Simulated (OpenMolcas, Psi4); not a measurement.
# Exact exchange and the HOMO–LUMO gap of NBrO

The species is NBrO (3 atoms), meant as a singlet with charge 0. As SMILES, `O=NBr`. Geometry: relaxed at PBE0-D4/def2-TZVP.

The HOMO–LUMO gap y, in eV, basis def2-TZVP; a is the functional's share of exact exchange. Programs: OpenMolcas 26.06, Psi4 1.11.

| functional | program | a | y (eV) |
| --- | --- | --- | --- |
| r2SCAN | OpenMolcas | 0 | 2.46 |
| BLYP | OpenMolcas | 0 | 2.11 |
| TPSSh | Psi4 | 0.1 | 3.20 |
| B3LYP | OpenMolcas | 0.2 | 3.94 |
| PBE0 | OpenMolcas | 0.25 | ? |
| BHLYP | OpenMolcas | 0.5 | 6.89 |

**Question.** Fit y = c + s·a to the known rows and predict PBE0.

**Answer.** 
1. Means of the 5 rows: a = 0.1600, y = 3.720.
2. Σ(Δa)² = 0.172, Σ(Δa·Δy) = 1.577, so the slope is 1.577/0.172 = 9.1686.
3. Intercept: 3.720 − (9.1686) × 0.1600 = 2.253. The largest residual of the fit is 0.21.
4. PBE0: 2.253 + (9.1686) × 0.25 = 4.55 eV.

The run gave 4.45 eV, so the prediction is off by +0.10 eV, within the largest residual. Exact exchange lowers occupied levels and raises empty ones. The rows mix families of semi-local functionals, which the line can't see.
